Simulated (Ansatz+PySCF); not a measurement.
**singlet BF3: levels of theory in one basis**

```yaml
atoms:
  - { symbol: B, position_ang: [0.0136, -0.0481, -0.0022] }
  - { symbol: F, position_ang: [1.2932, 0.0440, -0.0166] }
  - { symbol: F, position_ang: [-0.6680, 1.1296, -0.0481] }
  - { symbol: F, position_ang: [-0.6646, -1.1204, 0.0469] }
```

Basis set: def2-SVP (spherical functions). Correlated methods keep 4 orbitals frozen. Charge 0, multiplicity 1.

Computed with Ansatz (development build ahead of 0.2.0); each method stands on the lowest determinant of its kind that the runs found.

```
  method  E − E(RHF) (eV)  <S²> of the determinant
     RHF             0.00                     0.00
 RHF-MP2           -17.10                        –
RHF-CCSD           -17.30                        –
```

(1) What does RHF-CCSD(T) give on the same scale?

(2) Is a single determinant a sound starting point here?

Answers

(1) -17.58 eV.

(2) By this sign, yes. Unrestricted orbitals gain 0.00 eV and <S²> is 0.00 against 0.00 for a pure state.
